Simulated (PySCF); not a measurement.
Compound: C₃H₅GeN.
Structure used (PBE0-D3(BJ)/def2-SVP), in Å, numbered top down from 1:
```xyz
10
C3H5GeN angstrom
C      2.2392   -0.5857    0.7266
C      1.4249    0.1063    0.1440
Ge     0.0365    1.0908   -0.7211
N     -1.6051    0.2744   -0.4284
C     -1.7058   -0.7833    0.2542
H      2.9730   -1.1858    1.2357
H      0.2821    1.1134   -2.2336
H     -0.0351    2.5064   -0.1386
H     -0.8574   -1.3180    0.7326
H     -2.7020   -1.2394    0.4074
```

Jobs on this species (10 atoms, 62 electrons) with PySCF (density fitting). Hardware of each: an Arm Neoverse N1 with one thread, shared host. Other jobs ran on the host; a repeat could differ by tens of per cent or more. Peak memory is the resident size of the whole Python process, interpreter and libraries included.

```
                                                                 level and settings                                                          work  basis functions  SCF cycles  wall time  peak memory
    delta-SCF UKS SCAN, pcX-2 on the ionised atom, pcseg-1 elsewhere, spin-free X2C                                 ΔSCF core ionisation, 4 holes              139           ?          ?            ?
 delta-SCF UKS SCAN, pcX-2 on the ionised atom, pcseg-1 elsewhere, non-relativistic                                 ΔSCF core ionisation, 4 holes              139           ?          ?            ?
delta-SCF UKS SCAN, def2-TZVP on the ionised atom, pcseg-1 elsewhere, spin-free X2C                                 ΔSCF core ionisation, 4 holes              125           ?          ?            ?
   delta-SCF UKS B3LYP, pcX-2 on the ionised atom, pcseg-1 elsewhere, spin-free X2C                                 ΔSCF core ionisation, 4 holes              139          73       45 s     0.53 GiB
    delta-SCF UKS SCAN, pcX-1 on the ionised atom, pcseg-1 elsewhere, spin-free X2C                                 ΔSCF core ionisation, 4 holes              118          79       27 s     0.47 GiB
                                                 PBE0-D3(BJ)/def2-SVP, grid level 1  geometry optimisation from a GFN2-xTB start shaken at random              113          52       52 s     0.46 GiB
      delta-SCF UKS HF, pcX-2 on the ionised atom, pcseg-1 elsewhere, spin-free X2C                                 ΔSCF core ionisation, 4 holes              139          72       29 s     0.50 GiB
    delta-SCF UKS PBE0, pcX-2 on the ionised atom, pcseg-1 elsewhere, spin-free X2C                                 ΔSCF core ionisation, 4 holes              139          70       44 s     0.53 GiB
     delta-SCF UKS PBE, pcX-2 on the ionised atom, pcseg-1 elsewhere, spin-free X2C                                 ΔSCF core ionisation, 4 holes              139          76       21 s     0.47 GiB
```

Fill in the missing figures.

- delta-SCF UKS SCAN, pcX-2 on the ionised atom, pcseg-1 elsewhere, spin-free X2C; ΔSCF core ionisation, 4 holes: 32 s, 0.47 GiB, 79 SCF cycles
- delta-SCF UKS SCAN, pcX-2 on the ionised atom, pcseg-1 elsewhere, non-relativistic; ΔSCF core ionisation, 4 holes: 32 s, 0.47 GiB, 79 SCF cycles
- delta-SCF UKS SCAN, def2-TZVP on the ionised atom, pcseg-1 elsewhere, spin-free X2C; ΔSCF core ionisation, 4 holes: 31 s, 0.47 GiB, 79 SCF cycles

What do all jobs in the table cost together?

About 5.2 min; the longest takes about 17 % of that, and about 2.5 times as long as the shortest.
